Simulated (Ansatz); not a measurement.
Isolated molecules relaxed with PBE0-D4/def2-TZVP in Ansatz; ΔE leaves out vibrations. CCSD(T)/CBS adds triple-zeta CCSD(T) − MP2 to the extrapolated MP2 energy (def2 sets, frozen cores). DFT in def2-TZVPP. HSE06 is defined as in plane-wave codes. No spin–orbit coupling; open shells (•) take unrestricted orbitals. For Mg outer-core shells are correlated without core-valence functions, which leaves a few kJ/mol of doubt a bond. Each species was taken in one conformer, which may not be the lowest.

Consider the homolysis of the C–Mg bond: `C[CH](C)[Mg][Cl]` → `C[CH]C`• + `[Mg][Cl]`•.

`C[CH](C)[Mg][Cl]`:

Cartesian coordinates in Å:
```
C -0.390 -1.329 -0.304
C 0.391 -0.023 -0.169
C -0.421 1.149 -0.715
Mg 1.081 0.310 1.788
Cl 1.797 0.659 3.835
H 0.193 -2.204 -0.004
H -1.304 -1.326 0.300
H -0.708 -1.497 -1.344
H 1.299 -0.113 -0.780
H 0.139 2.089 -0.715
H -1.337 1.320 -0.139
H -0.738 0.965 -1.752
```

`C[CH]C`•:

```xyz
10

C     0.986    0.604   -0.580
C    -0.436    0.320   -0.277
C    -0.804   -0.694    0.738
H     1.569    0.750    0.337
H     1.104    1.493   -1.202
H     1.466   -0.230   -1.116
H    -1.202    0.696   -0.946
H    -0.233   -0.558    1.665
H    -1.866   -0.662    0.986
H    -0.584   -1.718    0.395
```

`[Mg][Cl]`•:

Z-matrix (Å, degrees):
```
Mg
Cl 1 2.210
```

Task: What is ΔE at CCSD(T)/CBS? (Best estimate.)

Result: Ansatz gave: +241.6 kJ/mol.

Task: What do these levels give: revPBE-D4, PBE0-D4, HSE06-D4, B2PLYP, r2SCAN, r2SCANh, LC-ωPBE, HF/def2-TZVPP, MP2/def2-TZVPP, CCSD(T)/def2-TZVPP, HF/CBS(def2), MP2/CBS(def2)? (An estimate is asked.)

Result: Ansatz gave: revPBE-D4 200.2, PBE0-D4 201.7, HSE06-D4 202.2, B2PLYP 207.5, r2SCAN 186.7, r2SCANh 185.4, LC-ωPBE 199.8, HF/def2-TZVPP 95.0, MP2/def2-TZVPP 229.5, CCSD(T)/def2-TZVPP 220.4, HF/CBS(def2) 94.1, MP2/CBS(def2) 250.7 kJ/mol.

Largest T1 diagnostic among the species: 0.011.

Leaving LDA and LC-ωPBE aside and taking each functional with its dispersion term where it has one, the values, not all of them listed here, spread over 42.8 kJ/mol, from r2SCAN0-D4 to ωB97M-V. LDA lies +41.1 kJ/mol from PBE without D4, its usual overbinding. From BLYP to BHLYP (50 % exact exchange), in def2-TZVPP and without D4, ΔE moves by −5.5 kJ/mol: exact exchange takes away binding that semilocal exchange gives to molecules. In def2-TZVPP, CCSD(T) changes the Hartree–Fock value by +125.4 kJ/mol (the triples alone add +10.6 kJ/mol) and MP2 by +134.5 kJ/mol; breaking electron pairs costs correlation energy, which Hartree–Fock lacks.
